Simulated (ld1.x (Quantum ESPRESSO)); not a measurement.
# Scattering properties, ultrasoft potential for Se (Z = 34)

* Element: selenium
* Generator: ld1.x (Quantum ESPRESSO) 7.5
* Type: ultrasoft
* Functional: PBE
* Relativity: scalar-relativistic
* Frozen core: [Ar] 3d10
* Valence charge: 6
* Reference configuration: 4s1.75 4p4.25
* Partial waves: 4s (bound): rcut 1.50, rcutus 1.85 bohr; 4s channel at 1.25 Ry: rcut 1.50, rcutus 1.85 bohr; 4p (bound): rcut 1.45, rcutus 1.90 bohr; 4p channel at 1.1 Ry: rcut 1.45, rcutus 1.90 bohr; 4d channel at -0.15 Ry: rcut 1.20, rcutus 1.65 bohr; 4d channel at 1.55 Ry: rcut 1.20, rcutus 1.65 bohr
* Local potential: all-electron potential smoothed inside 1.30 bohr (lloc = -1)
* Core correction: none
* Augmentation charge: built from norm-conserving waves at rcut, not smoothed further

The phase is arctan(r·u′/u) with u = r·R(r), unwrapped; energies in Ry, scanned from -3 to 5 Ry. A pole is an energy at which the radial function vanishes at the test radius. The pseudo phase is shifted by a multiple of π to meet the all-electron one at the reference energy, and phase errors are pseudo minus all-electron; the curves can meet again beyond the range given. Levels narrower than the energy grid can be missing from the lists of poles.

**Question.** For each channel, where are the poles, and over which energies does the pseudopotential scatter like the atom?

**Answer.**

| channel | radius (bohr) | reference energy (Ry) | poles, all-electron | poles, pseudo | unbroken range about the reference energy with phases within 0.05 rad | phase error 1 Ry above the reference energy (rad) |
| --- | --- | --- | --- | --- | --- | --- |
| s | 2.05 | -1.29 | 0.64 | 0.64, 3.62 | below 3.4 | -0.000 |
| p | 2.05 | -0.49 | 2.22 | 2.23 | the whole range | -0.000 |
| d | 2.05 | -0.15 | 4.92 | -1.58, 4.92 | above -1.5 | +0.003 |

Note: ghost state, extra bound levels that the all-electron valence spectrum of the same l lacks: d at -16.3 eV. A true bound ghost makes a file unfit for plane-wave use.

Phases in the s channel:

```csv
E (Ry),all-electron,pseudo
-3.00,1.053,1.052
-2.76,0.977,0.976
-2.52,0.867,0.866
-2.28,0.699,0.698
-2.04,0.429,0.428
-1.80,0.019,0.018
-1.56,-0.459,-0.459
-1.32,-0.837,-0.837
-1.08,-1.079,-1.079
-0.84,-1.232,-1.232
-0.60,-1.334,-1.334
-0.36,-1.406,-1.406
-0.12,-1.460,-1.460
0.12,-1.502,-1.502
0.36,-1.537,-1.537
0.60,-1.566,-1.566
0.84,-1.591,-1.591
1.08,-1.614,-1.614
1.32,-1.634,-1.634
1.56,-1.653,-1.653
1.80,-1.672,-1.672
2.04,-1.690,-1.690
2.28,-1.708,-1.708
2.52,-1.726,-1.727
2.76,-1.746,-1.747
3.00,-1.766,-1.770
3.24,-1.788,-1.800
3.48,-1.812,-1.879
3.72,-1.838,-4.902
3.96,-1.869,-4.967
4.20,-1.905,-5.006
4.44,-1.948,-5.046
4.68,-2.002,-5.090
4.92,-2.068,-5.143
```
